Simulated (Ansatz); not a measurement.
CH4BNSTe, SMILES `C=NB(S)[TeH]` at its PBE0-D4/def2-TZVP geometry, where that method's forces vanish. The species carries charge 0 and has multiplicity 1. Te takes the def2 core potential.

```xyz
9

C     0.2253   -0.8872    1.6187
N     0.4350   -0.1875    0.6103
B     0.1887    0.1856   -0.6880
S     1.1357   -0.5934   -2.0271
Te   -1.2505    1.7566   -1.1217
H    -0.5318   -1.6805    1.6360
H     0.7965   -0.7312    2.5385
H     0.6513    0.1476   -3.0353
H    -1.6502    1.9900    0.4685
```

(1) What forces (eV/Å) does PBE-D4/def2-TZVPP give on these atoms in Ansatz 0.2.0? (An estimate is asked.)

Results:

(1) The calculation gave: 
```
C1  -0.073 -0.332  0.522
N2   0.157  0.401 -0.472
B3  -0.019  0.052 -0.091
S4   0.208 -0.240  0.029
Te5 -0.061  0.100 -0.290
H6  -0.172 -0.186  0.022
H7   0.117  0.019  0.224
H8  -0.095  0.150 -0.195
H9  -0.062  0.035  0.251
```
